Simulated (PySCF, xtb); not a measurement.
Zn(F)(OSiH3) (FH3OSiZn), SMILES [Zn]([O][SiH3])[F]. One conformer was computed; it need not be the lowest.

Harmonic wavenumbers (cm⁻¹) from GFN2-xTB run with xtb 6.7.1 at its own minimum, in rising order: 46, 57, 104, 125, 327, 487, 575, 576, 733, 778, 814, 926, 2201, 2224, 2247.

### Question
What does PBE-D3(BJ)/def2-SVP (PySCF) give at its own minimum? (The exact figures need the calculation; the answer reports its results.)

### Answer
48, 77, 149, 168, 480, 695, 702, 717, 906, 917, 977, 979, 2124, 2127, 2171. Paired by order, the mean absolute difference is 101 cm⁻¹ and the zero-point energies are 17.5 and 18.9 kcal/mol.
